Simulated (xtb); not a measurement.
xtb input:

```bash
xtb mol.xyz --gfn 1 --sp --chrg 0 --uhf 0
```
mol.xyz:
```
9

C      2.09129352    -0.09350460    -0.27235642
C      0.91129865    -0.68934444    -0.28656983
C     -0.36832194     0.00740624     0.04562219
F     -0.20037978     1.30364159     0.36122145
F     -0.98615861    -0.58419396     1.09283457
F     -1.23356610    -0.04449411    -0.99217626
H      2.99134648    -0.63930378    -0.52043551
H      2.19563578     0.95162829    -0.01420764
H      0.78833670    -1.73424936    -0.54245019
```

Question: Which total energy does the run end on?

Answer: -23.36581 Eh (GFN1-xTB).
